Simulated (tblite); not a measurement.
C5H7NO3Si.
Geometry (GFN2-xTB, Å), atoms numbered from 1 in this order:
```
atom  x, y, z in Å
C1    -1.3786   -1.7966   -0.0872
C2    -1.6699   -0.5173   -0.2090
C3    -0.6529    0.5487   -0.5634
O4     0.5901    0.0418   -0.8563
Si5    1.9213   -0.0185    0.0849
C6     2.9048   -1.1803   -1.0070
N7     3.5533   -1.8930   -1.6255
C8    -0.5836    1.4922    0.6213
O9     0.3810    1.5678    1.3362
O10   -1.6900    2.1975    0.8033
H11   -0.3798   -2.1644   -0.2512
H12   -2.1315   -2.5234    0.1624
H13   -2.6678   -0.1310   -0.0583
H14   -1.0235    1.1134   -1.4329
H15    2.6806    1.2261    0.1289
H16    1.7551   -0.7180    1.3557
H17   -1.6158    2.7669    1.5881
```

Level: GFN2-xTB in tblite, geometry and Hessian alike; calculated harmonic values, unscaled, isolated species. This tight-binding method is rough: wavenumbers can miss measured ones by several per cent, in bad cases by 10 to 20. Modes of hydrogen on silicon can be 10 to 20 % off. One conformer, not necessarily the lowest.

Harmonic wavenumbers (cm⁻¹): 43.7, 66.1, 83.2, 94.4, 115.7, 143.6, 213.9, 275.2, 300.2, 318.9, 341.5, 440.7, 535.1, 548.6, 583.8, 606.5, 629.4, 672.7, 691.1, 713.3, 745.6, 785.7, 798.4, 888.5, 914.6, 964.2, 1019.6, 1033.8, 1139.2, 1163.3, 1203.4, 1240.7, 1268.3, 1292.7, 1389.1, 1707.6, 1778.8, 2272.9, 2290.5, 2368.8, 2860.8, 3075.9, 3112.1, 3141.3, 3408.8.

A = 2047, B = 748.2, C = 597.6 MHz; mass 157.020 u (most abundant isotopes); point group C1, symmetry number 1.

Problem. Zero-point energy?

Solution. Half the sum of the wavenumbers: 24641 cm⁻¹ = 70.45 kcal/mol.

Problem. Entropy at 500 K, 1 bar (ideal gas, RRHO, classical rotation)?

Solution. Translation 43.66, rotation 31.78, vibration 58.09: S = 133.5 cal/(mol K).

Problem. And Cp and H(500 K) − H(0)?

Solution. Cp = 58.99 cal/(mol K), of which vibrations give 51.04 (their classical limit is 45 R = 89.4); H(500 K) − H(0) = 18.28 kcal/mol without the zero-point energy, 14.31 from vibrations.

Problem. Blend soft modes into free rotors: weight 1/[1 + (100 cm⁻¹/ν̃)⁴] for the oscillator and the rest for a rotor with moment μB/(μ + B), μ = h/(8π²ν), B = 10⁻⁴⁴ kg m². What vibrational entropy results?

Solution. 52.96 cal/(mol K) in place of 58.09, which changes −T·S at 500 K by +2.57 kcal/mol.

Problem. Which modes carry the vibrational entropy at 500 K?

Solution. 43.7 cm⁻¹: 6.11; 66.1 cm⁻¹: 5.29; 83.2 cm⁻¹: 4.83; 94.4 cm⁻¹: 4.58; 115.7 cm⁻¹: 4.18; 143.6 cm⁻¹: 3.76 cal/(mol K); the other 39 give 29.34 together.

Problem. How do the functions run with temperature in this model?

Solution. 
```tsv
T (K)	S (cal/(mol K))	Cp (cal/(mol K))	H − H(0) (kcal/mol)	G − H(0) (kcal/mol)	ln q(vib)
100	74.1	21.4	1.47	-5.94	2.35
200	92.3	32.5	4.16	-14.29	5.67
300	107.5	43.1	7.95	-24.30	8.84
800	164.5	72.6	38.24	-93.40	22.91
1000	181.4	78.3	53.36	-128.03	27.69
```

q(vib) and H(0) count from the zero-point level.

Problem. What must be added to the electronic energy to get the Gibbs energy at 500 K and 1 bar?

Solution. ZPE + [H(500 K) − H(0)] − T·S = 70.45 + 18.28 − 66.77 = 21.96 kcal/mol.

Hindered rotation and anharmonicity are outside this model. Other conformers, if any are populated, would add a mixing term that is left out. The structure is chiral; the term R ln 2 for an equal mix with its mirror image is left out.
